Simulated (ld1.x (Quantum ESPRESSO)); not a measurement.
## What the settings do to the PAW potential of Tc

Base potential:

- Element: Tc (Z = 43)
- Generator: ld1.x (Quantum ESPRESSO) 7.5
- Type: PAW
- Functional: LDA (PZ)
- Relativity: scalar-relativistic
- Frozen core: [Kr]
- Valence charge: 7
- Reference configuration: 4d5 5s2 5p0
- Partial waves: 5s (bound): rcut 2.40, rcutus 3.30 bohr; 5s channel at 3.9 Ry: rcut 2.40, rcutus 3.30 bohr; 5p (bound, empty): rcut 3.10, rcutus 3.90 bohr; 5p channel at 0.95 Ry: rcut 3.10, rcutus 3.90 bohr; 4d (bound): rcut 1.25, rcutus 1.60 bohr; 4d channel at 0.25 Ry: rcut 1.25, rcutus 1.60 bohr
- Local potential: all-electron potential smoothed inside 1.80 bohr (lloc = -2)
- Core correction: Bessel-smoothed model core inside 0.85 bohr
- Augmentation charge: PSQ, inside the norm-conserving radii

All-electron outer shells of the reference configuration (LDA (PZ), scalar-relativistic, ld1.x):

```json
{"shell": "4s", "level (eV)": "-73.39", "outermost node (bohr)": "0.50", "outermost maximum (bohr)": "0.95"}
{"shell": "4p", "level (eV)": "-45.40", "outermost node (bohr)": "0.51", "outermost maximum (bohr)": "1.03"}
{"shell": "4d", "level (eV)": "-6.81", "outermost node (bohr)": "0.50", "outermost maximum (bohr)": "1.27"}
{"shell": "5s", "level (eV)": "-5.27", "outermost node (bohr)": "1.28", "outermost maximum (bohr)": "2.72"}
{"shell": "5p", "level (eV)": "-1.53", "outermost node (bohr)": "1.45", "outermost maximum (bohr)": "3.63"}
```

Cutoffs, loose and tight: the cutoffs (Ry, on a coarse ladder) from which the occupation-weighted sum of valence levels, in a spherical-Bessel basis at the reference potential, stays within 10 and 1 mRy of its value at 400 Ry. They do not see the model core or the augmentation charge, which bear on the density cutoff. Test errors are all-electron minus pseudo excitation energies from the reference, over the configurations 4d5 5s1 5p0; 4d5 5s0 5p0; 4d4 5s0 5p0; 4d5.5 5s1.5 5p0; 4d3 5s0 5p0; 4d4 5s2 5p0; 4d6 5s1 5p0 (two spin-polarised tests are not counted in the largest error). A dash means not determined; rows that change the core or the reference have their own tests.

A true bound ghost makes a file unfit for plane-wave use even where its test errors are small: the radial tests pick states by their node count and pass the ghost by.

Cutoffs are not given where the Bessel-basis levels miss the radial ones by over 6 mRy, ghosts where they miss by over 20 mRy; a channel whose overlap is not positive is not tested.

```csv
change,outcome,"cutoff, loose","cutoff, tight",bound ghosts,largest test error (meV)
base,generated,40 Ry,70 Ry,s,-898
local potential all-electron potential smoothed inside 2.04 bohr (lloc = -2),generated,40 Ry,70 Ry,none,-897
local potential all-electron potential smoothed inside 2.34 bohr (lloc = -2),generated,40 Ry,70 Ry,none,-899
local potential all-electron potential smoothed inside 2.70 bohr (lloc = -2),generated,40 Ry,70 Ry,none,-907
local potential all-electron potential smoothed inside 3.12 bohr (lloc = -2),generated,40 Ry,70 Ry,none,-924
local potential all-electron potential smoothed inside 3.52 bohr (lloc = -2),generated,40 Ry,70 Ry,none,-949
local potential all-electron potential smoothed inside 4.06 bohr (lloc = -2),generated,40 Ry,70 Ry,none,-990
```

What comes out with this change to the base: local potential all-electron potential smoothed inside 1.56 bohr (lloc = -2)?

outcome: generated, overlap not positive; bound ghosts: not determined (overlap not positive); largest test error (meV): -896. A file whose overlap is not positive is unfit for use, and its test errors describe a broken file.

What comes out with this change to the base: local potential all-electron potential smoothed inside 4.58 bohr (lloc = -2)?

outcome: generated; cutoff, loose: 40 Ry; cutoff, tight: 70 Ry; bound ghosts: s; largest test error (meV): -1048.

Reading the sweep of the rcloc (base included, trends over the rows without a ghost): The loose cutoff stays near 40 Ry. The median size of the test errors (rows with all tests solved) stays near 39.0 meV. Bound ghosts are found at 1.8, 4.58 bohr.
